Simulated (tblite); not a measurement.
Compound: C3H5N3OSi.
Atom-mapped SMILES: `[O:1]=[CH:2][c:3]1[nH:4][n:5][n:6][c:7]1[SiH3:8]` (hydrogens: H9 on C2; H10 on N4; H11, H12, H13 on Si8)

Structure optimised with GFN2-xTB, isolated species.

Q: Give the optimised bond lengths and angles.

A: 
| bond | length (bohr) | order |
| --- | --- | --- |
| O1=C2 | 2.282 | double |
| C2–C3 | 2.731 | single |
| C3–N4 | 2.577 | aromatic |
| N4–N5 | 2.488 | aromatic |
| N5–N6 | 2.418 | aromatic |
| N6–C7 | 2.554 | aromatic |
| C7–Si8 | 3.551 | single |
| C3–C7 | 2.638 | aromatic |
| C2–H9 | 2.087 | single |
| N4–H10 | 1.908 | single |
| Si8–H11, Si8–H12, Si8–H13 | 2.763 | single |

Bonds in one row agree within 0.02 bohr and their mean is given. Orders are formal, as drawn. A selection of angles:
| angle | degrees |
| --- | --- |
| O1–C2–C3 | 124.2 |
| C2–C3–N4 | 122.8 |
| C2–C3–C7 | 133.3 |
| N4–C3–C7 | 103.9 |
| C3–N4–N5 | 110.3 |
| N4–N5–N6 | 108.9 |
| N5–N6–C7 | 110.3 |
| N6–C7–Si8 | 120.8 |
| C3–C7–N6 | 106.7 |
| C3–C7–Si8 | 132.6 |
| H10–N4–C3 | 126.9 |
| H10–N4–N5 | 122.8 |

Dihedral angles: O1–C2–C3–N4 0° (synperiplanar).

The 2 C–C bonds span 1.396 Å (C3–C7, aromatic) to 1.445 Å (C2–C3, drawn single), a spread of 0.049 Å. N4 (pyrrole-type nitrogen) is planar (angles 126.9°, 122.8° and 110.3°, sum 360.0°, 0.00 Å off the plane of its three neighbours). Of the pairs four or more bonds apart, Si8···H9 is among the closest relative to their van der Waals radii: 3.30 Å, 100 % of the sum of Bondi's values. The 8 heavy atoms lie in one plane (0.000 Å rms). The N–N distances run from 1.279 Å (N5–N6, aromatic) to 1.317 Å (N4–N5, aromatic), a spread of 0.038 Å. Si8 (SiH3 silicon) is tetrahedral (angles from 107.3° to 112.1°). N6 (pyridine-type nitrogen) is bent (angle 110.3°).

Point group: Cs (tolerance 0.08 Å). GFN2-xTB frequencies show an imaginary mode (51i cm⁻¹), so the point is no minimum at that level. 2 starts were optimised and ended at 0.00 and 0.06 kcal/mol (GFN2-xTB); the lowest of these is shown.

These are computed values.
